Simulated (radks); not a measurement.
The numbers below are computed, except where a source is named.
Trend from K4+ to Kr4+: ionisation energy by Delta-SCF between NIST ground configurations, and size. Code: a radial shooting solver on a logarithmic mesh with Libxc functionals. Model: scalar-relativistic Kohn-Sham, r2SCAN, spin-polarised, spherical densities, finite nucleus; open shells are filled with parallel spins first; meta-GGA in the generalised Kohn-Sham scheme; Fermi nuclear charge, rms radius of each element as measured or else 0.836 A^(1/3) + 0.57 fm.

| species | configuration | configuration of the ion | IE (eV) | NIST (eV) | kind |
|---|---|---|---|---|---|
| K4+ | [Ne] 3s2 3p3 | [Ne] 3s2 3p2 | 82.698 | 82.7 | semi-emp. |
| Ca4+ | [Ne] 3s2 3p4 | [Ne] 3s2 3p3 | 83.619 | 84.3 | semi-emp. |
| Sc4+ | [Ne] 3s2 3p5 | [Ne] 3s2 3p4 | 91.992 | 91.95 | semi-emp. |
| Ti4+ | [Ar] | [Ne] 3s2 3p5 | 100.05 | 99.30 | exp. |
| V4+ | [Ar] 3d1 | [Ar] | 64.906 | 65.282 | exp. |
| Cr4+ | [Ar] 3d2 | [Ar] 3d1 | 69.029 | 69.46 | semi-emp. |
| Mn4+ | [Ar] 3d3 | [Ar] 3d2 | 72.933 | 72.4 | semi-emp. |
| Fe4+ | [Ar] 3d4 | [Ar] 3d3 | 76.678 | 75.0 | semi-emp. |
| Co4+ | [Ar] 3d5 | [Ar] 3d4 | 80.299 | 79.5 | semi-emp. |
| Ni4+ | [Ar] 3d6 | [Ar] 3d5 | 75.237 | 76.1 | semi-emp. |
| Cu4+ | [Ar] 3d7 | [Ar] 3d6 | 79.519 | 80 | semi-emp. |
| Zn4+ | [Ar] 3d8 | [Ar] 3d7 | 83.546 | 83 | semi-emp. |
| Ga4+ | [Ar] 3d9 | [Ar] 3d8 | 87.399 | 86.0 | semi-emp. |
| Ge4+ | [Ar] 3d10 | [Ar] 3d9 | 91.122 | 90.50 | exp. |
| As4+ | [Ar] 3d10 4s1 | [Ar] 3d10 | 63.407 | 62.8 | exp. |
| Se4+ | [Ar] 3d10 4s2 | [Ar] 3d10 4s1 | 67.546 | 68.3 | semi-emp. |
| Br4+ | [Ar] 3d10 4s2 4p1 | [Ar] 3d10 4s2 | 59.084 | 59.60 | exp. |
| Kr4+ | [Ar] 3d10 4s2 4p2 | [Ar] 3d10 4s2 4p1 | 64.629 | 64.7 | semi-emp. |

Reference values: NIST Atomic Spectra Database (exp. = measured, semi-emp. = semi-empirical, theory = theoretical value adopted there). Open shells are spherical and high-spin; term and fine-structure splittings are not resolved.
